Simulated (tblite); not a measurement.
Species: C3H10ClNSi3.
SMILES with atom numbers: `[N:1]#[C:2][CH2:3][Si@@H:4]([SiH3:5])[CH2:6][SiH2:7][Cl:8]` (hydrogens: H9, H10 on C3; H11 on Si4; H12, H13, H14 on Si5; H15, H16 on C6; H17, H18 on Si7)

A start from a force field or distance geometry was refined with tblite, GFN2-xTB geometry optimisation, gas phase. Values at the start:

```json
{"coordinate": "N1≡C2", "start": "1.152 Å"}
{"coordinate": "C2–C3", "start": "1.466 Å"}
{"coordinate": "C3–Si4", "start": "1.879 Å"}
{"coordinate": "C3–H9", "start": "1.105 Å"}
{"coordinate": "C3–H10", "start": "1.112 Å"}
{"coordinate": "Si4–Si5", "start": "2.251 Å"}
{"coordinate": "Si4–C6", "start": "1.869 Å"}
{"coordinate": "Si4–H11", "start": "1.466 Å"}
{"coordinate": "Si5–H12", "start": "1.458 Å"}
{"coordinate": "C6–Si7", "start": "1.864 Å"}
{"coordinate": "C6–H15", "start": "1.109 Å"}
{"coordinate": "C6–H16", "start": "1.100 Å"}
{"coordinate": "Si7–Cl8", "start": "2.107 Å"}
{"coordinate": "Si7–H17", "start": "1.475 Å"}
{"coordinate": "Si7–H18", "start": "1.464 Å"}
{"coordinate": "N1–C2–C3", "start": "178.8°"}
{"coordinate": "C2–C3–Si4", "start": "110.8°"}
{"coordinate": "C3–Si4–Si5", "start": "106.1°"}
{"coordinate": "C3–Si4–C6", "start": "111.0°"}
{"coordinate": "Si4–C6–Si7", "start": "108.2°"}
{"coordinate": "Si5–Si4–C6", "start": "111.2°"}
{"coordinate": "C6–Si7–Cl8", "start": "108.6°"}
```

**Question.** How do these coordinates change at the GFN2-xTB level?

**Answer.** 
```tsv
coordinate	GFN2-xTB (Å or °)	change
Si7–Cl8	2.021	-0.086
Si4–Si5	2.322	+0.071
C3–Si4	1.930	+0.051
Si4–C6	1.917	+0.048
C2–C3	1.424	-0.042
C6–Si7	1.900	+0.036
C3–H10	1.090	-0.022
C6–H15	1.091	-0.018
Si7–H17	1.460	-0.015
C3–H9	1.091	-0.014
Si4–H11	1.477	+0.011
C6–H16	1.089	-0.011
Si5–H12	1.468	+0.010
N1≡C2	1.145	-0.007
Si7–H18	1.462	-0.002
Si4–C6–Si7	118.5	+10.3
C3–Si4–Si5	110.1	+4.0
C3–Si4–C6	107.0	-4.0
C2–C3–Si4	109.5	-1.3
N1–C2–C3	177.5	-1.3
Si5–Si4–C6	112.1	+0.9
C6–Si7–Cl8	109.0	+0.4
```

The energy falls by 0.675 eV over 172 L-BFGS steps, the largest force on an atom goes from 1.71 to 0.007 eV/Å, and the atoms move by 0.818 Å rms after alignment. The bond that changes most is Si7–Cl8 (chlorine-bound silicon to silicon-bound chlorine), which shortens by 0.086 Å. Bonds longer at the end by more than 0.005 Å: 7 of 17; shorter: 8. Among the dihedrals that turn most is H15–C6–Si7–H18, from -118° to -65°. Rotational constants go from 1493, 496.4, 440.8 to 1348, 536.6, 413.3 MHz.

Time: 3.4 s wall. Hardware: one thread of an Arm Neoverse N1, shared host with 64 logical CPUs at a one-minute load of 59.

GFN2-xTB frequencies show an imaginary mode (21i cm⁻¹), so the point is no minimum at that level. 3 starts were optimised and ended at 0.00, 0.92 and 0.93 kcal/mol (GFN2-xTB); the lowest of these is shown.

The numbers are calculated, not measured.
